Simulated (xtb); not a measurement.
C$_{2}$H$_{7}$N, charge +1, doublet, geometry from GFN2-xTB (a state made from the parent by changing its charge; the spin is typed, not shown lowest); GFN2-xTB run with xtb.

xtb was given this input:
```
$ xtb coord --gfn 2 --chrg 1 --uhf 1 --json

# file coord
$coord
      2.2008134440       0.9344809259       0.0244790587  c
      0.0964068538      -0.9379562267      -0.2740959494  c
     -2.3128848801      -0.0552488267       0.2348048772  n
      4.0106150572       0.0702571071      -0.4143400840  h
      1.9413069173       2.5679058584      -1.2111267016  h
      2.2832295592       1.6798844162       1.9479456008  h
      0.4732599304      -2.6679085775       0.8714129794  h
      0.1413123968      -1.8057939010      -2.1954978900  h
     -3.8400310673      -1.1932482862       0.0802018665  h
     -2.6028204194       1.7564970502       0.7754714329  h
$end
```

The log (banner, timings and long lists left out):

```
   ID    Z sym.   atoms
    1    6 c      1, 2
    2    7 n      3
    3    1 h      4-10

           -------------------------------------------------
          |                Calculation Setup                |
           -------------------------------------------------

           -------------------------------------------------
          |                 G F N 2 - x T B                 |
           -------------------------------------------------

          ...................................................
          :                      SETUP                      :
          :.................................................:
          :  # basis functions                  19          :
          :  # atomic orbitals                  19          :
          :  # shells                           13          :
          :  # electrons                        19          :
          :  max. iterations                   250          :
          :  Hamiltonian                  GFN2-xTB          :
          :  restarted?                      false          :
          :  GBSA solvation                  false          :
          :  PC potential                    false          :
          :  electronic temp.          300.0000000     K    :
          :  accuracy                    1.0000000          :
          :  -> integral cutoff          0.2500000E+02      :
          :  -> integral neglect         0.1000000E-07      :
          :  -> SCF convergence          0.1000000E-05 Eh   :
          :  -> wf. convergence          0.1000000E-03 e    :
          :  Broyden damping             0.4000000          :
          :  net charge                          1          :
          :  unpaired electrons                  1          :
          ...................................................

 iter      E             dE          RMSdq      gap      omega  full diag
   1    -10.3140452 -0.103140E+02  0.399E+00   10.06       0.0  T
   2    -10.3958269 -0.817817E-01  0.206E+00   10.76       1.0  T
   3    -10.4085394 -0.127125E-01  0.108E+00   10.81       1.0  T
   4    -10.4066956  0.184374E-02  0.665E-01   10.79       1.0  T
   5    -10.4099446 -0.324898E-02  0.131E-01   10.80       1.0  T
   6    -10.4100504 -0.105841E-03  0.643E-02   10.80       1.0  T
   7    -10.4100553 -0.489470E-05  0.218E-02   10.81       1.5  T
   8    -10.4100556 -0.277179E-06  0.833E-03   10.81       3.8  T
   9    -10.4100561 -0.498486E-06  0.737E-04   10.81      42.9  T
  10    -10.4100561 -0.402116E-09  0.415E-04   10.81      76.3  T

   *** convergence criteria satisfied after 10 iterations ***

         :::::::::::::::::::::::::::::::::::::::::::::::::::::
         ::                     SUMMARY                     ::
         :::::::::::::::::::::::::::::::::::::::::::::::::::::
         :: total energy             -10.259608022381 Eh    ::
         :: gradient norm              0.000059041836 Eh/a0 ::
         :: HOMO-LUMO gap             10.810182457269 eV    ::
         ::.................................................::
         :: SCC energy               -10.410055256811 Eh    ::
         :: -> isotropic ES            0.106858981497 Eh    ::
         :: -> anisotropic ES         -0.014529095061 Eh    ::
         :: -> anisotropic XC          0.011036755901 Eh    ::
         :: -> dispersion             -0.002524700454 Eh    ::
         :: repulsion energy           0.150447234430 Eh    ::
         :: add. restraining           0.000000000000 Eh    ::
         :: total charge               1.000000000000 e     ::
         :::::::::::::::::::::::::::::::::::::::::::::::::::::

           -------------------------------------------------
          |                Property Printout                |
           -------------------------------------------------

    * Orbital Energies and Occupations

         #    Occupation            Energy/Eh            Energy/eV
      -------------------------------------------------------------
[...]
         4        2.0000           -0.7746615             -21.0796
         5        2.0000           -0.7563097             -20.5802
         6        2.0000           -0.7451935             -20.2777
         7        2.0000           -0.6856827             -18.6584
         8        2.0000           -0.6649388             -18.0939
         9        2.0000           -0.6627758             -18.0350
        10        1.0000           -0.6130908             -16.6830 (HOMO)
        11                         -0.2158239              -5.8729 (LUMO)
        12                         -0.1033554              -2.8124
        13                         -0.1007917              -2.7427
        14                         -0.0840820              -2.2880
        15                         -0.0121025              -0.3293
        16                         -0.0021467              -0.0584
        17                          0.0417280               1.1355
        18                          0.0827787               2.2525
        19                          0.0898722               2.4455
      -------------------------------------------------------------
                  HL-Gap            0.3972669 Eh           10.8102 eV
             Fermi-level           -0.5261721 Eh          -14.3179 eV

     #   Z          covCN         q      C6AA      α(0)
     1   6 c        3.753    -0.146    23.372     6.894
     2   6 c        3.728     0.007    20.566     6.475
     3   7 n        2.633    -0.130    23.824     7.249
     4   1 h        0.925     0.115     1.658     2.014
     5   1 h        0.924     0.133     1.516     1.925
     6   1 h        0.924     0.133     1.516     1.925
     7   1 h        0.921     0.198     1.112     1.649
     8   1 h        0.921     0.198     1.112     1.649
     9   1 h        0.860     0.244     0.907     1.491
    10   1 h        0.860     0.250     0.883     1.472

 Mol. C6AA /au·bohr⁶  :        482.562893
 Mol. C8AA /au·bohr⁸  :      10025.529820
 Mol. α(0) /au        :         32.743035

Wiberg/Mayer (AO) data.
largest (>0.10) Wiberg bond orders for each atom

 ---------------------------------------------------------------------------
     #   Z sym  total        # sym  WBO       # sym  WBO       # sym  WBO
 ---------------------------------------------------------------------------
     1   6 c    3.971 --     2 c    1.058     4 h    0.971     5 h    0.917
                             6 h    0.917
     2   6 c    3.949 --     3 n    1.249     1 c    1.058     7 h    0.809
                             8 h    0.809
     3   7 n    3.385 --     2 c    1.249     9 h    0.924    10 h    0.919
     4   1 h    0.987 --     1 c    0.971
     5   1 h    0.981 --     1 c    0.917
     6   1 h    0.981 --     1 c    0.917
     7   1 h    0.946 --     2 c    0.809
     8   1 h    0.946 --     2 c    0.809
     9   1 h    0.940 --     3 n    0.924
    10   1 h    0.937 --     3 n    0.919
 ---------------------------------------------------------------------------

Topologies differ in total number of bonds
Writing topology from bond orders to xtbtopo.mol

molecular dipole:
                 x           y           z       tot (Debye)
 q only:       -0.468      -0.300      -0.034
   full:       -0.620      -0.343      -0.029       1.804
molecular quadrupole (traceless):
                xx          xy          yy          xz          yz          zz
 q only:        3.846       0.839      -0.174      -0.615       0.989      -3.672
  q+dip:        3.304       0.618       0.383      -0.627       1.191      -3.688
   full:        3.547       0.704       0.138      -0.626       1.105      -3.685

           -------------------------------------------------
          | TOTAL ENERGY              -10.259608022381 Eh   |
          | GRADIENT NORM               0.000059041836 Eh/α |
          | HOMO-LUMO GAP              10.810182457269 eV   |
           -------------------------------------------------

normal termination of xtb
```
